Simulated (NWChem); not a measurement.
# CF3, doublet; SMILES [C](F)(F)F

All runs: NWChem. Pople sets run with spherical d functions. Spin-unrestricted. In the optimisation the excess spin sits in a (C3, its own frame). Structure relaxed at the PBE0/def2-SVP, spin-unrestricted level. No stability test was run on the SCF state. Solvent water, SMD (1 M gas to 1 M solution), gas-phase geometry. Reactions with the solvent are ignored.

```csv
level,basis functions,solvation free energy (kcal/mol),cavity-dispersion-structure term (kcal/mol),dipole in solution (D)
PBE0/STO-3G,20,4.2,4.6,0.17
PBE0/3-21G,36,3.5,4.6,0.23
PBE0/6-31G*,56,4.0,4.6,0.25
PBE0/6-31+G*,72,3.7,4.6,0.41
PBE0/6-311G**,72,3.8,4.6,…
PBE0/6-311++G**,88,3.5,4.6,0.39
```

Problem. What belongs in the gaps?

Solution. 
- PBE0/6-311G**, dipole in solution (D): 0.29
